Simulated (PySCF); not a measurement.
Compound: ClH₉NOSi₄ (doublet state).
Atom-mapped SMILES: `[SiH2:1][N:2]([SiH3:3])[Si@H:4]([Cl:5])[O:6][SiH3:7]` (hydrogens: H8, H9 on Si1; H10, H11, H12 on Si3; H13 on Si4; H14, H15, H16 on Si7)

Structure used (GFN2-xTB), in Å, numbered top down from 1:
```xyz
16
ClH9NOSi4 angstrom
Si    -1.6656   -1.9411    0.4049
N     -0.9816   -0.4122   -0.1158
Si    -1.8126    1.0054    0.4808
Si     0.4823   -0.2708   -1.0065
Cl     1.2147   -2.1161   -1.2663
O      1.5709    0.6000   -0.1949
Si     2.2891    0.9265    1.2264
H     -0.8137   -2.5722    1.4144
H     -1.9459   -2.7763   -0.7610
H     -1.1363    2.2000   -0.0202
H     -1.7940    0.9702    1.9447
H     -3.1811    0.9237   -0.0299
H      0.3319    0.4105   -2.2775
H      3.1326   -0.2156    1.5778
H      3.0514    2.1305    0.9137
H      1.2503    1.1465    2.2331
```

The hyperfine couplings belong to this conformer and change with its torsions.

Theory: UKS B3LYP, pcH-1 on Cl H N O Si, non-relativistic, mean-field spin-orbit, GIAO in PySCF. Isolated species at its GFN2-xTB geometry (one conformer only). The geometry wasn't refined by DFT: couplings that depend on bond lengths, twists or pyramidal angles can differ widely from those at the functional's own minimum, by a factor of two or more for some ions and for spin on atoms past the first row. No stability test was run, so a lower SCF solution isn't excluded.

Problem. What is the g tensor, term by term?

Solution. 
| Δg (ppm) | 1 | 2 | 3 |
| --- | --- | --- | --- |
| relativistic mass correction | -140 | -140 | -140 |
| gauge correction | 40 | 41 | 42 |
| orbital Zeeman/spin–orbit | -329 | 112 | 1541 |
| total | -430 | 13 | 1443 |

So g = 2.00189, 2.00233, 2.00376 and g_iso = 2.00266; the tensor is rhombic: the two nearest values differ by 24 % of g3 − g1. Axes: g3 points within 3° of the Si1–N2 bond.

Problem. At 9.753 GHz, how far is the centre of the isotropic spectrum from where a free electron (g = 2.002319) resonates?

Solution. B = hν/(g μB) with μB/h = 13.99624 MHz/mT gives 348.01 mT for the free electron and 347.95 mT at g_iso, 0.06 mT lower.

Problem. What are the electron Larmor frequencies g μB B/h along the three axes at 340 mT?

Solution. 9.5264, 9.5285, 9.5354 GHz for g1, g2 and g3, a range of 8.9 MHz.

Problem. In a frozen sample, at which fields do the three g values resonate at 9.5, 34, 94 and 263 GHz (hyperfine left aside), and which band first spreads them over more than twice a line width of 1.0 mT?

Solution. 
```
band    GHz  B(g3) mT  B(g2) mT  B(g1) mT  spread mT
   X    9.5    338.74    338.98    339.06       0.32
   Q   34.0   1212.33   1213.20   1213.47       1.13
   W   94.0   3351.74   3354.13   3354.87       3.14
   J  263.0   9377.74   9384.43   9386.51       8.77
```

The spread grows in proportion to the frequency. W band is the first where it exceeds 2.0 mT.

The largest Mulliken spin population is on Si1 (+0.93). The angles at Si1 add up to 334.9°, so it is pyramidal.

The HOMO–LUMO gaps are 5.62 eV among the α and 4.78 eV among the β orbitals.
